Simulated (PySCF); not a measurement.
Species: C8H10N2.
SMILES with atom numbers: `[CH:1]#[C:2][CH2:3][N:4]1[CH2:5][CH2:6][C:7]([CH:8]=[CH2:9])=[N:10]1`

Cartesian coordinates in Å at the GFN2-xTB level; atoms count from 1:
```xyz
20
C8H10N2 angstrom
C      4.1444    0.6872   -0.8457
C      3.2728    0.3232   -0.1116
C      2.1926   -0.1340    0.7450
N      0.9141    0.1219    0.1384
C      0.5072   -0.5750   -1.0824
C     -1.0182   -0.4190   -1.0671
C     -1.2361    0.1746    0.3178
C     -2.5075    0.4775    0.9006
C     -3.6829    0.2738    0.3060
N     -0.1252    0.4118    0.9233
H      4.9198    1.0149   -1.4716
H      2.3338   -1.2100    0.9526
H      2.2142    0.4122    1.6925
H      0.8221   -1.6270   -1.0404
H      0.9842   -0.1054   -1.9457
H     -1.5464   -1.3652   -1.1872
H     -1.3668    0.2729   -1.8357
H     -2.4590    0.8982    1.8954
H     -3.7583   -0.1403   -0.6851
H     -4.6098    0.5185    0.7940
```

Definitions: NICS(0) = −σiso at the ring centroid; NICS(1) = −σiso and NICS(1)zz = −σzz at ±1 Å along the ring normal z. Level: GIAO PBE0/pcSseg-1 (PySCF, non-relativistic, gas phase) on the GFN2-xTB geometry, one conformer.

Ring bond lengths (Å), with Mayer bond orders in brackets: N4–C5 1.463 (0.86), C5–C6 1.533 (1.06), C6–C7 1.522 (0.97), C7–N10 1.287 (1.67), N10–N4 1.334 (1.13).

**Question.** Give the NICS values of each ring in ppm.

**Answer.** 
```csv
ring,type,NICS(0),"NICS(1), two faces","NICS(1)zz, two faces",rms pucker (Å),"centre to ring atoms, mean (Å)"
N4–C5–C6–C7–N10,"5-membered ring with 2 N; formal bonds 1 double, 4 single",-2.8,-3.1 / -2.5,-1.9 / -2.3,0.04,1.21
```

**Question.** What can be read from them?

**Answer.** 
- N4–C5–C6–C7–N10: mean NICS(1)zz -2.1 ppm, near zero. C5, C6 have four or more neighbours, and the NICS criterion for π rings isn't applied.

**Question.** What is the mean of the two in-plane components of NICS at the first NICS(1) probe listed for ring N4–C5–C6–C7–N10, 1 Å off the ring?

**Answer.** The isotropic value is a third of the trace: (3 × -3.1 − (-1.9))/2 = -3.7 ppm.

**Question.** Give the inner angles of the rings and the Hirshfeld charges of the ring atoms.

**Answer.** 
- N4–C5–C6–C7–N10: N4 112.2° (-0.015 e), C5 102.7° (-0.023 e), C6 101.0° (-0.073 e), C7 112.1° (+0.032 e), N10 110.8° (-0.108 e); sum 538.8° against 540° for a flat convex ring.

**Question.** How shielded are the nuclei of the rings and their hydrogens (means over atoms taken as equivalent)?

**Answer.** 
| atoms | environment | σ isotropic (ppm) | principal values of the symmetric part, first atom (ppm) |
| --- | --- | --- | --- |
| N4 | nitrogen bonded to 2 C and N | 115.0 | 45.8, 74.9, 224.2 |
| C5 | sp3 carbon bound to nitrogen | 134.6 | 102.1, 130.6, 171.0 |
| C6 | ring CH2 carbon | 153.5 | 127.6, 160.0, 173.0 |
| C7 | C=N carbon | 40.4 | -39.4, 60.5, 100.2 |
| N10 | C=N nitrogen | -128.4 | -420.6, -92.3, 127.8 |
| H14 (×2) | methylene hydrogen | 28.15 | 23.6, 28.7, 33.9 |
| H16 (×2) | methylene hydrogen | 28.76 | 23.8, 28.0, 34.3 |

On an Arm Neoverse V1 with one thread, shared host with 32 logical CPUs at a one-minute load of 17, this took 57 s (with the writing of density and orbital grids) and 1.1 GiB of memory at its peak. This is the whole shielding run at PBE0/pcSseg-1, SCF included.
